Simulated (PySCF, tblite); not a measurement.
Isomers of C5H5N2Si (doublet state), one GFN2-xTB conformer each. Single-point energies are computed at B3LYP/pcH-1 (PySCF, gas phase, no added dispersion term), electronic only. GFN2-xTB treats the open shell by occupation alone, and not every SCF solution was tested for stability.

Question: Rank them by B3LYP/pcH-1 energy, lowest first (kJ/mol).
A. `[N:1]#[C:2][SiH2:3][C@H:4]1[CH2:5][C:6]1[C:7]#[N:8]` (doublet state) with C2–Si3–C4–C5 103°
B. `[N:1]#[C:2][SiH2:3][C@@H:4]1[CH:5][C@H:6]1[C:7]#[N:8]` (doublet state) with C2–Si3–C4–C5 -93°

Answer: A (0.0), B (38.5).

GFN2-xTB itself gives, in the same order: 0.0, 62.7. Both levels put the same isomer lowest.

Q: What happens when harmonic zero-point energies from GFN2-xTB frequencies are added?

A: 
```
                       SMILES  ZPE (kJ/mol)  electronic (kJ/mol)  with ZPE (kJ/mol)
      N#C[SiH2][C@H]1C[C]1C#N         210.5                  0.0                0.0
N#C[SiH2][C@@H]1[CH][C@H]1C#N         208.7                 38.5               36.6
```

The zero-point energies span 1.8 kJ/mol. The order is unchanged.
